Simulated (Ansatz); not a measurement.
Job for Ansatz (a first-principles code): R-PBE0/def2-TZVPP on H3O (SMILES [OH3+]). Charge +1.

Ansatz 0.2 input:
```yaml
crystal:
  periodic: [false, false, false]
  atoms:
    - {symbol: O, position_ang: [0.00021212, -0.00053980, 0.07005415]}
    - {symbol: H, position_ang: [-0.59136774, -0.73856255, -0.19072425]}
    - {symbol: H, position_ang: [-0.34602929, 0.88306231, -0.17897171]}
    - {symbol: H, position_ang: [0.93570010, -0.14018135, -0.19073724]}
basis:
  gaussian:
    orbitals: def2-TZVPP
hamiltonian:
  xc: {name: PBE0}
total_charge: 1
accuracy: high
relax: {f_tol: 0.0005, max_steps: 60}
scf: {lower_state_search: off}
output: {forces: true}
```

**Question.** What total energy does the run end on?

**Answer.** -76.6586 hartree.

**Question.** How many basis functions does it have, and what does it roughly cost on one machine?

**Answer.** 73 functions; about 8 core-seconds (a rough figure).
